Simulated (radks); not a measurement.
Problem. Species: Tl. Configuration: [Hg] 7s1 (not the ground configuration). Calculated with a radial shooting solver on a logarithmic mesh with Libxc functionals: scalar-relativistic Kohn-Sham, PBEsol, spin-polarised, spherical densities, finite nucleus; open shells are filled with parallel spins first (spin-orbit coupling, left out, can overturn this in heavy ions); Fermi nuclear charge, rms radius 5.4759 fm. Some entries of the table are withheld. Estimate them.

orbital,occ.,eigenvalue (eV),<1/r> (bohr^-1)
1s up,1,-85554.29,99.35
1s down,1,-85554.29,99.35
2s up,1,-15237.17,23.33
2s down,1,-15237.17,23.33
2p up,3,-13112.78,20.59
2p down,3,-13112.78,20.59
3s up,1,-3639.324,8.646
3s down,1,-3639.323,8.646
3p up,3,-3027.554,7.848
3p down,3,-3027.553,7.848
3d up,5,-2391.961,7.373
3d down,5,-2391.960,7.373
4s up,1,-814.3299,3.719
4s down,1,-814.3284,3.719
4p up,3,-613.6799,3.349
4p down,3,-613.6781,3.349
4d up,5,-378.0747,3.008
4d down,5,-378.0727,3.008
5s up,1,-134.1487,1.552
5s down,1,-134.1451,1.552
4f up,7,(1),2.605
4f down,7,(2),2.605
5p up,3,-79.3192,1.322
5p down,3,-79.3138,1.323
5d up,5,-18.7036,0.9509
5d down,5,-18.6863,0.9512
6s up,1,(3),0.5320
6s down,1,(4),0.5318
7s up,1,-1.7858,0.1625

Solution. 
(1) 4f up eigenvalue (eV): -117.2964
(2) 4f down eigenvalue (eV): -117.2942
(3) 6s up eigenvalue (eV): -12.3633
(4) 6s down eigenvalue (eV): -12.3251
